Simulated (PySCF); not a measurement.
# Highest orbital energy against ionisation energy along the halogens

Calculated with PySCF 2.14, no spin-orbit coupling. Each cell gives −ε(HOMO) / ΔSCF in eV; NIST values include spin-orbit coupling, (s) semi-empirical, (t) theoretical.

```json
{"species": "F+ (x2c-QZVPPall with one added diffuse shell each of s, p, d, f type, spin-free X2C)", "UHF": "35.655 / 33.388", "LDA": "26.174 / 35.267", "PBE": "26.444 / 35.416", "PBE0": "29.027 / 35.246", "r2SCAN": "27.042 / 35.112", "NIST (lowest levels)": "34.971"}
{"species": "Cl+ (x2c-QZVPPall with one added diffuse shell each of s, p, d, f type, spin-free X2C)", "UHF": "23.642 / 22.578", "LDA": "18.333 / 23.963", "PBE": "18.353 / 23.828", "PBE0": "19.936 / 23.823", "r2SCAN": "18.716 / 23.797", "NIST (lowest levels)": "23.814"}
{"species": "Br+ (x2c-QZVPPall with one added diffuse shell each of s, p, d, f type, spin-free X2C)", "UHF": "21.100 / 20.240", "LDA": "16.622 / 21.663", "PBE": "16.508 / 21.375", "PBE0": "17.914 / 21.385", "r2SCAN": "16.888 / 21.455", "NIST (lowest levels)": "21.591"}
{"species": "I+ (x2c-QZVPPall with one added diffuse shell each of s, p, d, f type, spin-free X2C)", "UHF": "18.395 / 17.676", "LDA": "14.722 / 19.054", "PBE": "14.560 / 18.734", "PBE0": "15.769 / 18.750", "r2SCAN": "14.854 / 18.757", "NIST (lowest levels)": "19.131"}
```

Question: How far is −ε(HOMO) from ΔSCF on average for each method, and why?

Answer: UHF 1.23 eV; LDA -6.02 eV; PBE -5.87 eV; PBE0 -4.14 eV; r2SCAN -5.41 eV. Hartree-Fock orbital energies lack relaxation and so exceed the ΔSCF value; semilocal functionals have convex E(N) from self-interaction, so their HOMO lies far too high; exact exchange moves hybrids part of the way back.
